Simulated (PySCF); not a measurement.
**Two-component Hartree-Fock for Se²⁷⁺ (selenium, charge +27)**

Start: [He] 2s2 2p3; 2p1/2 filled at m_j = -1/2, +1/2; 2p3/2 filled at m_j = +3/2. Calculated with PySCF 2.14 in an uncontracted even-tempered set (17 s from 9 bohr⁻², ratio 2.4; 12 p from 12 bohr⁻², ratio 2.4; 5 d from 43 bohr⁻², ratio 2.6; 4 f from 64 bohr⁻², ratio 2.6): generalised Hartree-Fock with the X2C-1e Hamiltonian and a Gaussian nucleus; one run each with spin-orbit coupling (SO) switched off, then screened by Boettger's factors.

```tsv
spinor shell	electrons	ε, spin-free (eV)	ε, screened SO (eV)	weight of nominal j (screened SO)	rms radius, screened SO (bohr)
1s1/2	2	-14422.2	-14419.7	1.000	0.0505
2s1/2	2	-3117.8	-3117.1	1.000	0.201
2p1/2	2	-2995.9	-3009.3	0.917	0.175
2p3/2	1	-2995.9	-2972.4	1.000	0.177
```

```json
{"quantity": "E (hartree)", "spin-free": "-1760.32165", "screened SO": "-1761.15682"}
{"quantity": "M_J", "spin-free": "3/2", "screened SO": "3/2"}
{"quantity": "⟨J²⟩", "spin-free": "3.750", "screened SO": "3.760"}
{"quantity": "⟨L²⟩", "spin-free": "0.000", "screened SO": "1.131"}
{"quantity": "⟨S²⟩", "spin-free": "3.750", "screened SO": "2.482"}
```

Each row is a mean over spinors that exchange with the open shell spreads, by up to 54.844 eV (2s1/2).

Without spin-orbit coupling the j labels of p, d and f shells carry no meaning; the spin-free column gives the mean over the occupied spinors of each nl shell.
